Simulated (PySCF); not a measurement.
**How methods differ on the excitation energy of Te**

Te [Kr] 4d10 5s2 5p4 (3P) → Te [Kr] 4d10 5s2 5p3 5d1 (5D), as a difference of total energies. Calculation: PySCF 2.14, in aug-cc-pVQZ-PP with ECP28MDF; scalar relativity through the core potential. Correlated levels: valence: 4s2 4p6 4d10 frozen. The calculations carry no spin-orbit coupling.

```tsv
method	excitation energy (eV)	error (eV)
UHF	6.142	-0.513
MP2 (valence)	6.629	-0.026
SCS-MP2 (valence)	6.819	+0.164
CCSD (valence)	6.727	+0.072
CCSD(T) (valence)	6.747	+0.092
```

Reference: 6.655 eV (measured; NIST levels, between the centres of gravity of the two terms).

Errors of the correlated levels include the incompleteness of this basis and the frozen core.

The promoted electron is Rydberg-like, and one or two diffuse shells describe it only roughly, which tends to raise the upper state.
